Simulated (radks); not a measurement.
Results of a calculation; reference values are marked as such.
Initial-state core-level shifts of the zirconium ion Zr3+ when its valence configuration changes from [Kr] 4d1. Level of theory: Dirac Kohn-Sham, LDA (Slater exchange, Perdew-Wang correlation), spin-unpolarised, spherical densities, finite nucleus; open shells fill j = l - 1/2 first; Fermi nuclear charge, rms radius 4.2694 fm (a radial shooting solver on a logarithmic mesh with Libxc functionals). Shifts are changes of the shell-averaged eigenvalues in eV (positive: less bound); the change of the density at the nucleus, which sets a Mossbauer isomer shift, is in e/bohr^3, on a base of 7.44e+04.

| valence | 1s | 2p | 3s | 4p | density at nucleus |
|---|---|---|---|---|---|
| 5s1 | -4.480 | -4.815 | -4.642 | -3.732 | +22.082 |
| 5p1 | -5.477 | -5.822 | -5.663 | -4.656 | +3.546 |
| 4d0.5 5s0.5 | -2.207 | -2.369 | -2.289 | -1.855 | +10.734 |
| 5s0.5 5p0.5 | -4.980 | -5.320 | -5.154 | -4.196 | +12.827 |
| 4d0.5 5p0.5 | -2.710 | -2.877 | -2.804 | -2.326 | +1.696 |
